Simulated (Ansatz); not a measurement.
Isolated molecules relaxed with PBE0-D4/def2-TZVP in Ansatz; ΔE leaves out vibrations. CBS: MP2 limit from def2 TZ/QZ plus the TZ coupled-cluster correction, frozen cores. This one scheme is used for every species. DFT in def2-TZVPP. For Br outer-core shells are correlated without core-valence functions, which leaves a few kJ/mol of doubt a bond. Scalar relativity is left out up to krypton. Each species was taken in one conformer, which may not be the lowest.

Reaction (formal exchange of groups at a B–Al bond): `C[BH][Al]([OH])[F]` + `FBr` → `CBF` + `[OH][Al]([F])[Br]`

`C[BH][Al]([OH])[F]`:

```xyz
10

C     0.952   -1.254    0.624
B     0.925   -0.107   -0.416
Al   -0.794    1.133   -0.683
O    -2.187    0.825    0.231
F    -0.850    2.397   -1.753
H    -0.012   -1.644    0.952
H     1.643   -2.070    0.398
H     1.385   -0.741    1.505
H     1.932    0.124   -1.029
H    -2.993    1.337    0.170
```

`FBr`:

Z-matrix (Å, degrees):
```
F
Br 1 1.753
```

`CBF`:

```xyz
7

C     0.538    0.323    0.282
B    -0.678   -0.399   -0.359
F    -0.870   -1.698   -0.165
H     1.182   -0.330    0.873
H     0.185    1.145    0.916
H     1.137    0.803   -0.501
H    -1.493    0.156   -1.046
```

`[OH][Al]([F])[Br]`:

```xyz
5

O     1.001    0.002    0.862
Al   -0.439    0.105    0.011
F    -1.771    0.627    0.803
Br   -0.612   -0.439   -2.148
H     1.821   -0.294    0.471
```

```
             level  ΔE (kcal/mol)  difference from CCSD(T)/CBS
         revPBE-D4         -128.2                         10.7
            B97M-V         -135.8                          3.1
           PBE0-D4         -135.6                          3.3
          BHLYP-D4         -141.1                         -2.2
      CAM-B3LYP-D4         -136.5                          2.4
            revPBE         -128.4                         10.5
            r2SCAN         -139.1                         -0.2
              PBE0         -135.8                          3.1
           r2SCANh         -140.6                         -1.7
         CAM-B3LYP         -136.7                          2.2
           LC-ωPBE         -136.6                          2.3
RPA@PBE/def2-TZVPP         -131.4                          7.5
      MP2/def2-SVP         -149.0                        -10.1
SCS-MP2/def2-TZVPP         -140.7                         -1.8
   CCSD/def2-TZVPP         -139.8                         -0.9
      HF/CBS(def2)         -146.3                         -7.4
       CCSD(T)/CBS         -138.9                            0
```

Largest T1 diagnostic among the species: 0.012.

From PBE to PBE0 (25 % exact exchange), in def2-TZVPP and without D4, ΔE moves by −6.3 kcal/mol. Leaving LDA and LC-ωPBE aside and taking each functional with its dispersion term where it has one, the values, not all of them listed here, spread over 14.4 kcal/mol, from r2SCAN0-D4 to revPBE-D4. LDA lies −4.4 kcal/mol from PBE without D4. At CCSD(T), def2-SVP lies −3.7 kcal/mol from the extrapolated value and def2-TZVPP +0.4 kcal/mol.
